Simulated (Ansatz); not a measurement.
One change: `C#CB(C)F` becomes `[CH3][AlH][B](C)F`.

Ansatz, PBE0-D4/def2-TZVP geometries, multiplicity 1. Each molecule was computed in one conformer, which needn't be the lowest.

```
                                        property  `C#CB(C)F`
               LUMO energy (PBE/def2-TZVPP) / eV       -2.34
size of the dipole moment (B3LYP/def2-TZVPP) / D        1.60
         HOMO–LUMO gap (ωB97M-V/def2-TZVPP) / eV       11.40
           LUMO energy (ωB97M-V/def2-TZVPP) / eV        0.71
           HOMO–LUMO gap (B3LYP/def2-TZVPP) / eV        6.55
              HOMO energy (PBE0/def2-TZVPP) / eV       -8.40
```

(1) Give the same properties after the change, and the shifts. (An estimate is asked.)

## Answers

(1) Computed: 
```csv
property,`[CH3][AlH][B](C)F`,shift
LUMO energy (PBE/def2-TZVPP) / eV,-2.06,0.28
size of the dipole moment (B3LYP/def2-TZVPP) / D,1.26,-0.34
HOMO–LUMO gap (ωB97M-V/def2-TZVPP) / eV,9.26,-2.14
LUMO energy (ωB97M-V/def2-TZVPP) / eV,0.27,-0.44
HOMO–LUMO gap (B3LYP/def2-TZVPP) / eV,5.17,-1.38
HOMO energy (PBE0/def2-TZVPP) / eV,-6.85,1.55
```

With PBE0 the HOMO rises by 1.55 eV and the LUMO rises by 0.10 eV, so the gap narrows by about 1.45 eV. PBE moves the HOMO by 1.52 eV and ωB97M-V by 1.70 eV. Dipoles are sizes alone; their direction can turn.

B3LYP here is the variant with VWN-RPA as its local correlation; programs differ in this.
